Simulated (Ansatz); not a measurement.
Ideal-gas functions of CHI2 (`I[CH]I`) radical at 298.15 K and 1 bar, from an Ansatz frequency run at PBE0-D4/def2-TZVP.

Molar mass 266.83 g/mol, point group Cs (symmetry number 1), electronic degeneracy 2, moments of inertia 14.678, 816.449, 831.001 u Å². Harmonic wavenumbers (cm⁻¹, unscaled): 129, 226, 522, 735, 1122, 3233.

Use S(trans) = R[1.5 ln M + 2.5 ln T − 1.1517]; rotational temperatures θ = 24.2544 K / I; S(rot) = R[ln(√π/σ · √(T³/θAθBθC)) + 1.5]; for each mode x = 1.438777 ν̃/T, S = R[x/(eˣ − 1) − ln(1 − e⁻ˣ)] and H = RT x/(eˣ − 1); 1 cm⁻¹ = 0.0119627 kJ/mol; R = 8.31446 J/(mol·K).

By hand: the entropy, in J/(mol·K).

Translation 178.5. Rotation: θ = 1.6524, 0.0297, 0.0292 K, giving 115.5. Vibration, mode by mode: 12.39, 7.99, 2.53, 1.12, 0.24, 0.00, in all 24.3. Electronic 5.8. Sum 324.1 J/(mol·K).

By hand: H − E and G − E in kJ/mol, counted from the electronic energy.

Zero-point energy ½ × 5967 × 0.0119627 = 35.7; thermal vibration 4.0; translation, rotation and pV give 4 RT = 9.9. H − E = 49.6 kJ/mol, and G − E = 49.6 − 298.15 × 324.1/1000 = -47.0 kJ/mol.

Vibration gives 7 % of the entropy, 12.4 J/(mol·K) of it from the mode under 150 cm⁻¹: soft modes count most, and the harmonic formula is weakest for them.
